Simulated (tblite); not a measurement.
A geometry optimisation, step by step.

Compound: C6H8N (doublet state).
Atom-mapped SMILES: `[CH2:1]=[C:2]1[CH2:3][C:4](=[N:5])[C@@H:6]1[CH3:7]` (hydrogens: H8, H9 on C1; H10, H11 on C3; H12 on C6; H13, H14, H15 on C7)
Bond orders are those of one Lewis drawing.

Computed with GFN2-xTB (tblite), gas phase: L-BFGS steps from a force-field or distance-geometry start until the largest atomic force falls under 0.01 eV/Å. 13 of its 99 geometries are shown.

Step 0: E = -535.4490 eV, largest atomic force 6.748 eV/Å
```
atom  x, y, z in Å  |  force x, y, z in eV/Å
C1     -1.306    1.489   -0.443   -0.709  -0.457   0.102
C2     -0.746    0.304   -0.299   -0.825  -0.394  -1.249
C3     -1.255   -1.109   -0.076   -1.927   0.375   0.259
C4     -0.003   -1.262    0.719    1.984  -4.498   4.622
N5      0.370   -1.933    1.769   -1.652   3.147  -4.563
C6      0.613   -0.297   -0.244    0.988   1.078   0.080
C7      1.749    0.522    0.252    2.253  -0.006  -0.513
H8     -0.723    2.378   -0.576    0.016   0.127   0.050
H9     -2.409    1.586   -0.426    0.932   0.012   0.032
H10    -2.196   -1.185    0.494    0.246  -0.377  -0.470
H11    -1.197   -1.716   -1.014   -0.462   0.388   0.891
H12     0.826   -0.832   -1.188    0.217   0.306   0.332
H13     1.576    1.010    1.228   -0.019  -0.160  -0.814
H14     2.069    1.220   -0.566   -0.458  -0.110   0.958
H15     2.629   -0.168    0.349   -0.584   0.568   0.284
```

Step 8: E = -536.1950 eV, largest atomic force 0.505 eV/Å
```
atom  x, y, z in Å  |  force x, y, z in eV/Å
C1     -1.308    1.460   -0.459   -0.014   0.098   0.004
C2     -0.764    0.267   -0.373   -0.068  -0.129   0.021
C3     -1.326   -1.095   -0.047    0.010   0.018  -0.130
C4     -0.005   -1.335    0.691    0.158  -0.252   0.408
N5      0.362   -1.902    1.694   -0.084   0.070  -0.355
C6      0.639   -0.274   -0.247    0.037   0.083  -0.056
C7      1.824    0.522    0.238   -0.017   0.174   0.135
H8     -0.724    2.358   -0.567    0.061  -0.043  -0.052
H9     -2.377    1.593   -0.419    0.027  -0.038  -0.004
H10    -2.256   -1.225    0.500    0.097   0.171   0.119
H11    -1.324   -1.728   -0.934   -0.177  -0.084  -0.021
H12     0.905   -0.800   -1.165    0.070  -0.074  -0.129
H13     1.598    1.031    1.171   -0.017  -0.030   0.077
H14     2.078    1.284   -0.504    0.052  -0.157   0.043
H15     2.674   -0.147    0.399   -0.134   0.193  -0.060
```

Step 16: E = -536.2558 eV, largest atomic force 0.465 eV/Å
```
atom  x, y, z in Å  |  force x, y, z in eV/Å
C1     -1.288    1.436   -0.479   -0.007   0.129  -0.100
C2     -0.756    0.235   -0.426   -0.030  -0.022   0.174
C3     -1.336   -1.102   -0.051   -0.013   0.090   0.011
C4      0.008   -1.376    0.634    0.129  -0.140   0.424
N5      0.390   -1.982    1.608   -0.039   0.013  -0.311
C6      0.650   -0.276   -0.262    0.064   0.077  -0.109
C7      1.795    0.560    0.268    0.063   0.009   0.058
H8     -0.680    2.315   -0.601    0.010   0.040  -0.024
H9     -2.353    1.585   -0.422    0.027  -0.017  -0.049
H10    -2.204   -1.109    0.603    0.002  -0.024   0.059
H11    -1.496   -1.776   -0.893    0.024   0.026   0.022
H12     0.970   -0.785   -1.170    0.068  -0.105  -0.203
H13     1.550    1.053    1.209   -0.081  -0.029  -0.137
H14     2.087    1.310   -0.473   -0.177  -0.032   0.112
H15     2.659   -0.081    0.434   -0.042  -0.016   0.073
```

Step 24: E = -536.3272 eV, largest atomic force 0.255 eV/Å
```
atom  x, y, z in Å  |  force x, y, z in eV/Å
C1     -1.224    1.438   -0.564   -0.004  -0.018  -0.033
C2     -0.721    0.226   -0.455   -0.020  -0.046   0.191
C3     -1.328   -1.053    0.043   -0.100  -0.040  -0.022
C4      0.062   -1.462    0.561    0.026   0.040   0.053
N5      0.502   -2.227    1.383   -0.032   0.118  -0.224
C6      0.674   -0.319   -0.323    0.032   0.040   0.118
C7      1.717    0.572    0.314    0.082   0.058   0.028
H8     -0.612    2.311   -0.720   -0.034  -0.069  -0.152
H9     -2.289    1.588   -0.493    0.045   0.081   0.011
H10    -2.093   -0.959    0.810    0.020  -0.047   0.054
H11    -1.670   -1.737   -0.732    0.019  -0.038  -0.046
H12     1.047   -0.783   -1.242   -0.039   0.060   0.062
H13     1.336    1.046    1.217   -0.044  -0.109  -0.001
H14     1.981    1.363   -0.386    0.054  -0.021  -0.035
H15     2.610    0.005    0.565   -0.006  -0.009  -0.004
```

Step 33: E = -536.3651 eV, largest atomic force 0.168 eV/Å
```
atom  x, y, z in Å  |  force x, y, z in eV/Å
C1     -1.216    1.444   -0.629    0.001  -0.072  -0.054
C2     -0.739    0.236   -0.414    0.033  -0.057   0.104
C3     -1.328   -1.043    0.114   -0.088   0.033   0.010
C4      0.083   -1.495    0.520    0.031   0.070  -0.149
N5      0.583   -2.354    1.200   -0.006  -0.033   0.054
C6      0.664   -0.305   -0.313    0.037   0.017  -0.032
C7      1.694    0.578    0.357   -0.027   0.038   0.035
H8     -0.568    2.253   -0.929   -0.107  -0.036   0.035
H9     -2.269    1.660   -0.528    0.085   0.007  -0.064
H10    -2.031   -0.969    0.943    0.027   0.017   0.009
H11    -1.739   -1.700   -0.655    0.031   0.027   0.040
H12     1.044   -0.721   -1.248   -0.002  -0.005  -0.075
H13     1.253    1.014    1.249    0.092   0.072   0.091
H14     1.972    1.380   -0.326   -0.005   0.001   0.035
H15     2.593    0.031    0.636   -0.102  -0.080  -0.039
```

Step 41: E = -536.3797 eV, largest atomic force 0.170 eV/Å
```
atom  x, y, z in Å  |  force x, y, z in eV/Å
C1     -1.216    1.431   -0.685   -0.068   0.014  -0.001
C2     -0.745    0.240   -0.391    0.001  -0.053   0.014
C3     -1.320   -1.033    0.168   -0.118   0.100  -0.070
C4      0.104   -1.516    0.477   -0.005   0.120  -0.047
N5      0.612   -2.417    1.093    0.069  -0.091   0.066
C6      0.660   -0.291   -0.318    0.004   0.039  -0.003
C7      1.675    0.580    0.393    0.010  -0.022   0.025
H8     -0.569    2.217   -1.036   -0.003  -0.011   0.021
H9     -2.259    1.678   -0.590   -0.051  -0.043  -0.035
H10    -1.975   -0.964    1.038    0.087   0.030  -0.042
H11    -1.784   -1.670   -0.588   -0.006   0.002   0.050
H12     1.049   -0.653   -1.274    0.000  -0.002  -0.002
H13     1.246    1.011    1.295   -0.004  -0.046   0.012
H14     1.969    1.397   -0.267    0.039  -0.055   0.030
H15     2.550   -0.003    0.665    0.046   0.018  -0.018
```

Step 49: E = -536.3943 eV, largest atomic force 0.113 eV/Å
```
atom  x, y, z in Å  |  force x, y, z in eV/Å
C1     -1.251    1.415   -0.760    0.008  -0.007   0.032
C2     -0.753    0.256   -0.390    0.037  -0.031  -0.032
C3     -1.310   -1.005    0.207   -0.041   0.036  -0.018
C4      0.123   -1.520    0.418    0.005  -0.008   0.113
N5      0.641   -2.459    0.969   -0.003   0.030  -0.062
C6      0.661   -0.260   -0.325    0.026  -0.028   0.005
C7      1.678    0.559    0.444    0.002   0.007  -0.014
H8     -0.603    2.198   -1.117   -0.056   0.017  -0.046
H9     -2.304    1.636   -0.717    0.012  -0.025   0.020
H10    -1.864   -0.897    1.139    0.017   0.017   0.010
H11    -1.870   -1.645   -0.472   -0.008   0.014  -0.041
H12     1.061   -0.564   -1.295   -0.013  -0.027  -0.014
H13     1.239    0.951    1.359    0.049  -0.034  -0.007
H14     2.003    1.395   -0.174    0.001   0.027   0.036
H15     2.544   -0.051    0.692   -0.036   0.013   0.019
```

Step 57: E = -536.4002 eV, largest atomic force 0.070 eV/Å
```
atom  x, y, z in Å  |  force x, y, z in eV/Å
C1     -1.264    1.407   -0.790   -0.014  -0.025  -0.015
C2     -0.745    0.263   -0.400    0.048   0.049   0.015
C3     -1.304   -0.984    0.223    0.006   0.020   0.005
C4      0.126   -1.517    0.405    0.018  -0.026   0.015
N5      0.654   -2.476    0.909   -0.033   0.017  -0.007
C6      0.668   -0.251   -0.329    0.043  -0.041   0.019
C7      1.683    0.550    0.464   -0.007  -0.014  -0.001
H8     -0.649    2.200   -1.181   -0.012  -0.006  -0.014
H9     -2.322    1.591   -0.740   -0.032   0.026   0.014
H10    -1.821   -0.850    1.172   -0.013  -0.005   0.000
H11    -1.901   -1.615   -0.434    0.007  -0.007   0.000
H12     1.068   -0.560   -1.299    0.035   0.038   0.014
H13     1.244    0.910    1.393    0.006  -0.017  -0.032
H14     2.015    1.410   -0.118   -0.029  -0.030   0.015
H15     2.544   -0.070    0.704   -0.023   0.019  -0.027
```

Step 65: E = -536.4024 eV, largest atomic force 0.021 eV/Å
```
atom  x, y, z in Å  |  force x, y, z in eV/Å
C1     -1.273    1.399   -0.813    0.004  -0.001  -0.001
C2     -0.737    0.272   -0.399    0.007   0.005   0.006
C3     -1.297   -0.966    0.240    0.001  -0.004   0.000
C4      0.129   -1.518    0.393    0.001  -0.004  -0.007
N5      0.650   -2.495    0.870   -0.016   0.014   0.002
C6      0.674   -0.249   -0.331    0.010  -0.008   0.004
C7      1.683    0.541    0.480   -0.002   0.003  -0.003
H8     -0.677    2.189   -1.236    0.018   0.005  -0.006
H9     -2.333    1.577   -0.748   -0.009  -0.002   0.002
H10    -1.799   -0.827    1.197    0.010  -0.005  -0.006
H11    -1.911   -1.591   -0.408   -0.002  -0.006   0.010
H12     1.090   -0.536   -1.301   -0.008   0.000  -0.004
H13     1.241    0.880    1.415    0.012  -0.015  -0.004
H14     2.010    1.412   -0.086   -0.017   0.007   0.006
H15     2.548   -0.080    0.704   -0.009   0.012   0.003
```

Step 74: E = -536.4030 eV, largest atomic force 0.021 eV/Å
```
atom  x, y, z in Å  |  force x, y, z in eV/Å
C1     -1.270    1.395   -0.830   -0.010  -0.005  -0.001
C2     -0.734    0.274   -0.401    0.002  -0.014   0.008
C3     -1.293   -0.958    0.251   -0.003  -0.004   0.006
C4      0.131   -1.523    0.378    0.004  -0.001   0.007
N5      0.644   -2.511    0.841    0.008   0.006  -0.007
C6      0.677   -0.249   -0.336    0.008  -0.008   0.005
C7      1.676    0.539    0.490   -0.004   0.000  -0.002
H8     -0.675    2.178   -1.270    0.018   0.006   0.005
H9     -2.329    1.573   -0.760   -0.017   0.009  -0.008
H10    -1.767   -0.813    1.221   -0.004   0.011   0.003
H11    -1.929   -1.582   -0.376    0.002   0.007  -0.007
H12     1.096   -0.522   -1.307    0.009  -0.008   0.002
H13     1.229    0.855    1.431    0.005  -0.005  -0.009
H14     1.989    1.425   -0.061   -0.009   0.001   0.015
H15     2.550   -0.072    0.707   -0.009   0.005  -0.017
```

Step 82: E = -536.4035 eV, largest atomic force 0.016 eV/Å
```
atom  x, y, z in Å  |  force x, y, z in eV/Å
C1     -1.267    1.391   -0.843    0.002   0.002  -0.001
C2     -0.733    0.272   -0.404    0.005  -0.004  -0.005
C3     -1.290   -0.953    0.261   -0.001   0.001   0.001
C4      0.131   -1.526    0.371    0.008   0.006   0.001
N5      0.646   -2.521    0.818    0.004  -0.004   0.001
C6      0.678   -0.250   -0.340    0.006  -0.001   0.005
C7      1.668    0.538    0.496    0.004  -0.003   0.008
H8     -0.666    2.165   -1.290    0.004   0.013  -0.006
H9     -2.325    1.577   -0.776   -0.002  -0.001  -0.002
H10    -1.745   -0.798    1.239   -0.013   0.004   0.006
H11    -1.943   -1.572   -0.353   -0.003  -0.011  -0.003
H12     1.107   -0.520   -1.308   -0.011   0.004  -0.006
H13     1.220    0.826    1.445    0.005   0.002   0.005
H14     1.963    1.442   -0.036   -0.014  -0.008   0.001
H15     2.552   -0.062    0.696    0.007   0.000  -0.006
```

Step 90: E = -536.4039 eV, largest atomic force 0.015 eV/Å
```
atom  x, y, z in Å  |  force x, y, z in eV/Å
C1     -1.263    1.392   -0.843    0.001  -0.007   0.006
C2     -0.733    0.271   -0.405    0.000   0.004  -0.003
C3     -1.292   -0.954    0.260   -0.004  -0.005   0.009
C4      0.129   -1.525    0.377    0.007  -0.003  -0.005
N5      0.646   -2.518    0.825   -0.009  -0.005   0.011
C6      0.677   -0.252   -0.337    0.011   0.001   0.005
C7      1.668    0.538    0.495    0.007   0.008   0.002
H8     -0.659    2.165   -1.287    0.001   0.008  -0.003
H9     -2.321    1.581   -0.777   -0.009   0.002  -0.007
H10    -1.757   -0.795    1.233    0.003  -0.006   0.001
H11    -1.939   -1.578   -0.355   -0.003   0.007  -0.006
H12     1.104   -0.525   -1.305   -0.004   0.001  -0.001
H13     1.231    0.811    1.454    0.000  -0.008  -0.006
H14     1.942    1.450   -0.032    0.000   0.005   0.000
H15     2.563   -0.053    0.675   -0.001  -0.001  -0.003
```

Step 98: E = -536.4041 eV, largest atomic force 0.008 eV/Å
```
atom  x, y, z in Å  |  force x, y, z in eV/Å
C1     -1.263    1.393   -0.840    0.001  -0.003   0.000
C2     -0.733    0.272   -0.403    0.000   0.003   0.000
C3     -1.295   -0.955    0.256   -0.005   0.000   0.003
C4      0.128   -1.523    0.384   -0.006  -0.004  -0.004
N5      0.640   -2.513    0.844    0.004   0.005   0.002
C6      0.677   -0.253   -0.334    0.003  -0.002   0.001
C7      1.672    0.538    0.491    0.000  -0.001   0.003
H8     -0.659    2.169   -1.280    0.002   0.003  -0.001
H9     -2.321    1.581   -0.778   -0.003  -0.002   0.000
H10    -1.769   -0.800    1.225    0.005  -0.002   0.001
H11    -1.933   -1.580   -0.367    0.000   0.003  -0.003
H12     1.099   -0.530   -1.303    0.000   0.001  -0.001
H13     1.246    0.798    1.458    0.000   0.001   0.001
H14     1.933    1.458   -0.029   -0.004  -0.002  -0.003
H15     2.574   -0.047    0.654    0.001  -0.002   0.000
```

Problem. Summarise the path.

Solution. The energy falls by 0.9551 eV from step 0 to step 98; nine tenths of that is first reached at step 22. It falls at every step. The largest force goes from 6.748 to 0.008 eV/Å. Among the bonds C4=N5 changes most, from 1.300 to 1.206 Å; the atoms move by 0.590 Å rms after alignment.

Problem. Follow the three bonds and two angles with the largest change from start to end.

Solution. 
```csv
step,E above end (eV),largest force (eV/Å),C4=N5 (Å),C4–C6 (Å),C3–C4 (Å),C3–C2–C6 (°),H10–C3–H11 (°)
0,0.9551,6.748,1.300,1.496,1.490,85.7,116.1
4,0.2754,0.913,1.196,1.566,1.543,88.9,113.9
9,0.1992,0.269,1.207,1.559,1.537,90.6,109.6
13,0.1693,0.317,1.202,1.576,1.539,91.6,109.0
17,0.1395,0.486,1.209,1.552,1.536,92.0,110.8
21,0.1047,0.408,1.201,1.576,1.542,92.5,111.0
26,0.0693,0.395,1.209,1.554,1.540,92.5,109.9
30,0.0532,0.185,1.204,1.570,1.537,92.8,109.9
34,0.0362,0.182,1.207,1.559,1.539,92.1,109.7
38,0.0290,0.100,1.206,1.563,1.539,92.6,109.8
43,0.0200,0.115,1.204,1.559,1.538,92.5,109.8
47,0.0130,0.334,1.209,1.560,1.542,92.9,109.6
51,0.0081,0.083,1.205,1.557,1.537,92.4,109.4
55,0.0054,0.062,1.206,1.560,1.538,92.6,109.8
60,0.0028,0.048,1.206,1.559,1.537,92.5,109.4
64,0.0019,0.035,1.206,1.560,1.537,92.6,109.6
68,0.0016,0.021,1.205,1.560,1.537,92.6,109.7
72,0.0013,0.031,1.206,1.560,1.537,92.6,109.5
77,0.0009,0.026,1.205,1.559,1.537,92.6,109.6
81,0.0006,0.015,1.206,1.560,1.537,92.6,109.7
85,0.0005,0.032,1.205,1.559,1.537,92.6,109.6
89,0.0003,0.016,1.206,1.559,1.537,92.6,109.5
94,0.0001,0.017,1.205,1.560,1.537,92.6,109.6
98,0.0000,0.008,1.206,1.559,1.537,92.6,109.6
```

The cost below is that of the whole relaxation. The run took 0.41 s of wall time on Arm Neoverse V2, one thread, no GPU, shared host with 96 logical CPUs at a one-minute load of 63.
